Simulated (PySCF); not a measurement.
Dipole response of Ca⁶⁺ (calcium, charge +6)

[Ne] 3s2 3p2, high-spin 3P determinant. All numbers are calculated (PySCF 2.14, the non-relativistic Hamiltonian (point nucleus), in an uncontracted even-tempered set (18 s from 0.19 bohr⁻², ratio 2.5; 12 p from 0.24 bohr⁻², ratio 2.5; 5 d from 1.9 bohr⁻², ratio 2.7; 5 f from 2.9 bohr⁻², ratio 2.7)). Coupled (time-dependent) response in atomic units; α is the mean over directions.

```csv
method,mean α (bohr³),"α xx, yy, zz",C₆ (like pair),S(−4)
UHF,1.262,"1.466, 1.159, 1.159",1.442,1.391
PBE0,1.202,"1.415, 1.096, 1.096",1.362,1.174
```

S(−4) is the Cauchy moment in α(ω) = α(0) + S(−4) ω² + …

α(iu) at PBE0:

```csv
u (hartree),α(iu) (bohr³)
0,1.202
0.100,1.191
0.200,1.158
0.400,1.049
0.600,0.9190
0.800,0.7954
1.00,0.6882
1.50,0.4906
2.00,0.3653
3.00,0.2278
5.00,0.1212
```

A single London oscillator, α(iu) = α/(1 + u²/ω²), gives C₆ = (3/4) ω α². Matching the computed C₆ needs ω = 4 × 1.362 / (3 × 1.202²) = 1.26 hartree.

For an ion, C₆ is the dispersion term alone; charge-induced terms of lower order in 1/R come first.

The components differ because the open shell of this determinant is not spherical; for a pure term their mean is the scalar polarisability.
